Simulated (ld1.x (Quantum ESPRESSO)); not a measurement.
# Cl, TM: configuration errors across variants

| Quantity | Value |
| --- | --- |
| Element | Cl (Z = 17) |
| Generator | ld1.x (Quantum ESPRESSO) 7.5 |
| Type | norm-conserving Troullier–Martins (Kleinman–Bylander form) |
| Functional | PW91 |
| Relativity | scalar-relativistic |
| Frozen core | [Ne] |
| Valence charge | 7 |
| Reference configuration | 3s2 3p5 |
| Partial waves | 3s (bound): rc 0.95 bohr; 3p (bound): rc 1.45 bohr |
| Local potential | the p channel |
| Core correction | none |

All-electron excitation energies from the reference (eV): (1) 3s2 3p4 13.932; (2) 3s2 3p3 39.444; (3) 3s2 3p2 77.830; (4) 3s1 3p5 26.635; (5) 3s2 3p5.3 -2.153; (6) 3s1 3p6 12.150; (7) 3s2 3p1 130.170.

Errors AE − PS in meV (a dash: test not solved or not reliable):

```tsv
change	(1)	(2)	(3)	(4)	(5)	(6)	(7)	bound ghosts
base	+3.2	+28	+105	+22	+0.4	+25	+294	none
wave 3p (bound): rc 1.45 bohr becomes 3p (bound): rc 1.00 bohr	+6.1	+39	+126	+21	+0.4	+14	+311	none
wave 3p (bound): rc 1.45 bohr becomes 3p (bound): rc 1.10 bohr	+4.5	+32	+113	+20	+0.4	+18	+299	none
wave 3p (bound): rc 1.45 bohr becomes 3p (bound): rc 1.34 bohr	+3.4	+28	+106	+22	+0.4	+25	+294	none
wave 3p (bound): rc 1.45 bohr becomes 3p (bound): rc 1.48 bohr	+3.2	+28	+105	+22	+0.4	+25	+294	none
wave 3p (bound): rc 1.45 bohr becomes 3p (bound): rc 1.82 bohr	+3.9	+29	+105	+26	+0.5	+26	+279	none
wave 3p (bound): rc 1.45 bohr becomes 3p (bound): rc 2.04 bohr	+4.5	+30	+100	+30	+0.5	+28	+252	none
wave 3p (bound): rc 1.45 bohr becomes 3p (bound): rc 2.12 bohr	+4.6	+30	+98	+31	+0.5	+28	+247	none
```

**Question.** Give the same row for: wave 3p (bound): rc 1.45 bohr becomes 3p (bound): rc 1.66 bohr.

**Answer.** +3.5, +29, +106, +23, +0.4, +25, +289; bound ghosts: none.
